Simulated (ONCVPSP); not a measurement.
**zinc (Zn), ONCV: configuration errors across variants**

| Quantity | Value |
| --- | --- |
| Element | zinc |
| Generator | ONCVPSP 4.0.1 |
| Type | optimised norm-conserving Vanderbilt (ONCV) |
| Functional | PBE |
| Relativity | scalar-relativistic |
| Frozen core | [Ne] |
| Valence charge | 20 |
| Reference configuration | 3s2 3p6 3d10 4s1.5 4p0.5 |
| Partial waves | 3s+4s: rc 1.20 bohr, ncon 4, nbas 8, qcut 8.4 1/bohr, 2 projectors; 3p+4p: rc 1.00 bohr, ncon 4, nbas 9, qcut 12.9 1/bohr, 2 projectors; 3d: rc 1.35 bohr, ncon 3, nbas 7, qcut 11.9 1/bohr, 1 projector |
| Local potential | polynomial inside 0.95 bohr (lpopt 5, dvloc0 1 Ha) |
| Core correction | none |

All-electron excitation energies from the reference (eV): (1) 3s2 3p6 3d10 4s2 4p0 -2.487; (2) 3s2 3p6 3d10 4s1 4p0 7.402; (3) 3s1 3p6 3d10 4s2 4p0 135.561.

2 further variants failed, have other tests or too few solved ones, and are left out.

Errors AE − PS in meV (a dash: test not solved or not reliable):

| change | (1) | (2) | (3) | bound ghosts | GHOST(+) flags above zero |
| --- | --- | --- | --- | --- | --- |
| base | +0.4 | +0.4 | -610 | none | none |
| core correction polynomial model core, fcfact 0.55 | +0.3 | +0.3 | -740 | none | none |
| s: nbas 7 | +0.4 | +0.4 | -601 | none | none |
| all radii scaled by about 1.06 (s 1.28, p 1.06, d 1.44 bohr); local potential polynomial inside 1.02 bohr (lpopt 5, dvloc0 1 Ha) | +0.6 | +0.3 | -718 | none | none |
| local potential polynomial inside 0.95 bohr (lpopt 3, dvloc0 -1 Ha) | +0.4 | +0.3 | -610 | none | none |
| d: rc 1.82 | +0.4 | +0.6 | -1088 | none | none |

Q: Give the same row for: local potential polynomial inside 0.95 bohr (lpopt 5, dvloc0 9 Ha).

A: +0.4, +0.3, -626; bound ghosts: none; GHOST(+) flags above zero: none.
